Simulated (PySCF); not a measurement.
Isomers of C3H8F2O2Si2, mass 170.003 u with the commonest isotopes. Theory: PBE0/pcSseg-1 in PySCF (dipole) on a GFN2-xTB geometry, gas phase. One conformer each, none proved a minimum here; rigid rotors.

Question: Order these by out-of-plane moment Σ m c² = (Ia + Ib − Ic)/2, largest first.
A. `[CH2:1]=[CH:2][O:3][Si@@:4]([OH:5])([SiH3:6])[CH:7]([F:8])[F:9]` with C1–C2–O3–Si4 -170°, C2–O3–Si4–O5 -62°, O3–Si4–O5–H -158°, O3–Si4–C7–F8 -95°
B. `[CH2:1]=[C:2]([O:3][SiH3:4])[O:5][C@H:6]([F:7])[SiH2:8][F:9]` with C1–C2–O3–Si4 180°, C1–C2–O5–C6 13°, C2–O5–C6–F7 -75°, O5–C6–Si8–F9 -81°
C. `[CH2:1]=[C:2]([O:3][SiH2:4][SiH3:5])[O:6][CH:7]([F:8])[F:9]` with C1–C2–O3–Si4 -178°, C2–O3–Si4–Si5 49°, C1–C2–O6–C7 -11°, C2–O6–C7–F8 -165°

Answer: A (139.72 u·Å²), C (71.00 u·Å²), B (54.55 u·Å²).

Question: Order these by rotational constant B, largest first.
A. `[CH2:1]=[C:2]([O:3][SiH2:4][SiH3:5])[O:6][CH:7]([F:8])[F:9]` with C1–C2–O3–Si4 -178°, C2–O3–Si4–Si5 49°, C1–C2–O6–C7 -11°, C2–O6–C7–F8 -165°
B. `[CH2:1]=[CH:2][O:3][Si@@:4]([OH:5])([SiH3:6])[CH:7]([F:8])[F:9]` with C1–C2–O3–Si4 -170°, C2–O3–Si4–O5 -62°, O3–Si4–O5–H -158°, O3–Si4–C7–F8 -95°
C. `[CH2:1]=[C:2]([O:3][SiH3:4])[O:5][C@H:6]([F:7])[SiH2:8][F:9]` with C1–C2–O3–Si4 180°, C1–C2–O5–C6 13°, C2–O5–C6–F7 -75°, O5–C6–Si8–F9 -81°

Answer: A (825.2 MHz), B (771.9 MHz), C (740.5 MHz).

Question: Order these by dipole moment, smallest first.
A. `[CH2:1]=[CH:2][O:3][Si@@:4]([OH:5])([SiH3:6])[CH:7]([F:8])[F:9]` with C1–C2–O3–Si4 -170°, C2–O3–Si4–O5 -62°, O3–Si4–O5–H -158°, O3–Si4–C7–F8 -95°
B. `[CH2:1]=[C:2]([O:3][SiH2:4][SiH3:5])[O:6][CH:7]([F:8])[F:9]` with C1–C2–O3–Si4 -178°, C2–O3–Si4–Si5 49°, C1–C2–O6–C7 -11°, C2–O6–C7–F8 -165°
C. `[CH2:1]=[C:2]([O:3][SiH3:4])[O:5][C@H:6]([F:7])[SiH2:8][F:9]` with C1–C2–O3–Si4 180°, C1–C2–O5–C6 13°, C2–O5–C6–F7 -75°, O5–C6–Si8–F9 -81°

Answer: B (1.17 D), C (1.43 D), A (1.72 D).

```
                      SMILES  point group  Ia (u·Å²)  Ib (u·Å²)  Ic (u·Å²)      κ  μa (D)  μb (D)  μc (D)
    C=C(O[SiH2][SiH3])OC(F)F           C1     340.88     612.40     811.27  -0.53    0.38    0.76    0.81
  C=CO[Si@@](O)([SiH3])C(F)F           C1     382.95     654.68     758.19  -0.68    0.93    0.70    1.27
C=C(O[SiH3])O[C@H](F)[SiH2]F           C1     337.20     682.45     910.56  -0.61    1.05    0.80    0.55
```
